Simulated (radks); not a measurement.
Problem. All-electron atom: Cs4+ in [Kr] 4d10 5s2 5p3 (the NIST ground configuration). All-electron calculation, scalar-relativistic Kohn-Sham, r2SCAN, spin-polarised, spherical densities, finite nucleus; open shells are filled with parallel spins first (spin-orbit coupling, left out, can overturn this in heavy ions); meta-GGA in the generalised Kohn-Sham scheme; Fermi nuclear charge, rms radius 4.8041 fm. Program: a radial shooting solver on a logarithmic mesh with Libxc functionals. Some entries of the table are withheld. Estimate them.

orbital  occ.  eigenvalue (eV)  <r^2> (bohr^2)  r(max) (bohr)
1s up       1        -35903.55       0.0009255        0.01678
1s down     1        -35903.27       0.0009254        0.01678
2s up       1        -5686.879         0.01483        0.09483
2s down     1        -5686.836         0.01483        0.09483
2p up       3        -5102.879         0.01178        0.07620
2p down     3        -5102.701         0.01178        0.07620
3s up       1        -1223.926          0.1018         0.2721
3s down     1        -1223.792          0.1018         0.2721
3p up       3        -1034.817          0.1020         0.2663
3p down     3        -1034.630          0.1020         0.2663
3d up       5        -757.5869         0.08836         0.2207
3d down     5        -757.3872         0.08834         0.2207
4s up       1        -268.7372          0.5442         0.6424
4s down     1        -268.3022          0.5448         0.6430
4p up       3        -207.8544          0.6206         0.6723
4p down     3        -207.4565          0.6198         0.6730
4d up       5        -118.9107          0.8091            (1)
4d down     5        -118.3461          0.7976            (2)
5s up       1              (3)           3.038            (4)
5s down     1              (5)           2.998            (6)
5p up       3         -52.7605           3.815          1.687
5p down     0         -48.2304           3.761          1.678

Solution. 
(1) 4d up r(max) (bohr): 0.7192
(2) 4d down r(max) (bohr): 0.7197
(3) 5s up eigenvalue (eV): -68.2724
(4) 5s up r(max) (bohr): 1.513
(5) 5s down eigenvalue (eV): -63.9990
(6) 5s down r(max) (bohr): 1.500
